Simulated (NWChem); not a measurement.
System: C₂H₆ClGa; SMILES [CH3][Ga]([CH3])[Cl]

Results from NWChem. Structure relaxed at the PBE0/def2-SVP level. Static field.

For level PBE0/def2-TZVP:

| Item | Result |
|---|---|
| isotropic polarisability (bohr³) | 63.9 |

Q: How do the values read with level PBE0/def2-SVPD instead?

A: 
| Property | Result |
|---|---|
| isotropic polarisability (bohr³) | 67.6 |
